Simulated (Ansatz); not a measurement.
```yaml
crystal:
  periodic: [true, true, true]
  atoms:
    - {symbol: Si, position_ang: [0.022068, -2.511339, 1.369606]}
    - {symbol: O, position_ang: [0.531962, -1.133567, 0.993356]}
    - {symbol: Ge, position_ang: [-0.005819, 0.000076, 0.001597]}
    - {symbol: O, position_ang: [1.224413, 0.549847, -0.859897]}
    - {symbol: Si, position_ang: [2.636560, 0.048010, -1.091824]}
    - {symbol: O, position_ang: [-0.647642, 1.220733, 0.811513]}
    - {symbol: Si, position_ang: [-0.176396, 2.630645, 1.111199]}
    - {symbol: O, position_ang: [-1.132086, -0.636731, -0.938578]}
    - {symbol: Si, position_ang: [-2.504023, -0.165336, -1.380608]}
    - {symbol: H, position_ang: [0.241037, -3.394870, 0.350867]}
    - {symbol: H, position_ang: [0.713789, -2.903238, 2.477494]}
    - {symbol: H, position_ang: [-1.315772, -2.469141, 1.647619]}
    - {symbol: H, position_ang: [3.406021, 0.261718, 0.016629]}
    - {symbol: H, position_ang: [2.630022, -1.287640, -1.383181]}
    - {symbol: H, position_ang: [3.140730, 0.750239, -2.146418]}
    - {symbol: H, position_ang: [1.121245, 2.622232, 1.541276]}
    - {symbol: H, position_ang: [-0.986764, 3.121652, 2.091858]}
    - {symbol: H, position_ang: [-0.274194, 3.412753, -0.004650]}
    - {symbol: H, position_ang: [-2.453867, 1.135826, -1.796959]}
    - {symbol: H, position_ang: [-2.887395, -0.968378, -2.413866]}
    - {symbol: H, position_ang: [-3.398613, -0.273740, -0.353793]}
basis:
  gaussian: {orbitals: pcseg-2}
magnetization: {spin_polarized: true, initial_magnetization: 2}
hamiltonian: {xc: {name: HF}}
correlation: {method: ccsd}
```

```sh
$ ansatz run in.yaml --threads 4 --pin off --events-out ev --progress --plain --max-ram 66560MiB --backend cuda --devices 0, --max-vram 37GiB
```

It prints (some lines left out):

```
Error: YAML parse error: error: line 2 column 3: crystal: missing field `lattice` (a structure is typed as `lattice` and `atoms`, a molecule's as `atoms` in Å alone, or read from a run's directory, `checkpoint`)
 --> <input>:2:3
1 | crystal:
2 |   periodic: [true, true, true]
3 |   atoms:
4 |     - {symbol: Si, position_ang: [0.022068, -2.511339, 1.369606]}
```

In this input the molecule is marked periodic without a cell. The input was rejected before any iteration.
